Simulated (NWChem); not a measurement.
# H₂AlF

SMILES: [F][AlH2]
```xyz
4

Al     0.0000     0.0000    -0.5654
H     -1.4088     0.0000    -1.2803
H      1.4088     0.0000    -1.2803
F      0.0000     0.0000     1.1012
```
Charge 0, spin multiplicity 1.

Everything below was run with NWChem. The geometry was optimised at PBE0/def2-SVP, a minimum by its harmonic frequencies.

Symmetry labels belong to the abelian group C2v used in the runs, with the axes of the coordinates shown.

The structure started from a generated list of species.

Problem. List the lowest 6 singlet excitations that CIS/def2-SVPD gives, with oscillator strengths.

Solution. 
| state | symmetry | energy (eV) | wavelength (nm) | f |
|---|---|---|---|---|
| 1 | a2 | 6.81 | 182 | 0.000 |
| 2 | b1 | 8.71 | 142 | 0.010 |
| 3 | b1 | 9.51 | 130 | 0.236 |
| 4 | b2 | 9.69 | 128 | 0.467 |
| 5 | b1 | 9.74 | 127 | 0.536 |
| 6 | b2 | 11.10 | 112 | 0.155 |
